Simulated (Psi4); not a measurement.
# Worked example: vertical energy of the triplet above the singlet of C2H3ClSi (SMILES ClC1=C[SiH2]1)

C2H3ClSi: 7 atoms, total charge 0, spin state singlet. As SMILES, `ClC1=C[SiH2]1`. Geometry: relaxed at PBE0-D4/def2-TZVP.

Both states at this one shape; open shells run unrestricted unless said. 1 Eh = 27.2114 eV.

```tsv
level	program	singlet C2H3ClSi (Eh)	triplet C2H3ClSi (Eh)
TPSS/def2-SVP	Psi4	-827.402860	-827.233570
B3LYP/6-31G* (Cartesian functions)	Psi4	-827.626989	-827.452282
```

Question: Work out the vertical gap, second state less first, at each level.

Answer: 
1. TPSS/def2-SVP: -827.233570 − (-827.402860) = 0.169290 Eh = 4.61 eV.
2. B3LYP/6-31G* (Cartesian functions): -827.452282 − (-827.626989) = 0.174707 Eh = 4.75 eV.

No measured value is set beside it here; the levels span 4.61 to 4.75 eV.
